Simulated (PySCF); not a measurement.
C₃H₈Si, SMILES C(C=C)[SiH3].

Geometry: B3LYP-D3(BJ)/def2-SVP. The values are those of a single conformer.

Two levels are set side by side: PBE/def2-TZVP (PySCF) and M06-2X/def2-TZVP (PySCF). Same geometry, gas phase. Differences are taken from unrounded values.

```tsv
quantity	M06-2X
orbital gap (eV)	9.27
highest occupied level (eV)	-8.31
lowest empty level (eV)	0.97
dipole moment (D)	0.48
mean polarisability (bohr³)	64.6
```

Q: What does PBE give, and how far is it from M06-2X? (The exact figures need the calculation; the answer reports its results.)

A: 
```json
[
 {"quantity": "orbital gap (eV)", "PBE": "5.16", "PBE minus M06-2X": "-4.11"},
 {"quantity": "highest occupied level (eV)", "PBE": "-6.09", "PBE minus M06-2X": "2.21"},
 {"quantity": "lowest empty level (eV)", "PBE": "-0.93", "PBE minus M06-2X": "-1.89"},
 {"quantity": "dipole moment (D)", "PBE": "0.57", "PBE minus M06-2X": "0.09"},
 {"quantity": "mean polarisability (bohr³)", "PBE": "67.4", "PBE minus M06-2X": "2.8"}
]
```

Without exact exchange PBE keeps part of each electron's self-repulsion, which lifts occupied levels and narrows the gap. PBE's more diffuse valence density responds more strongly to a field. Differences between two approximate levels are no errors against the true value.

Rough cost on one machine, each run with all the roots and properties that it gave: M06-2X against PBE about 4 times.
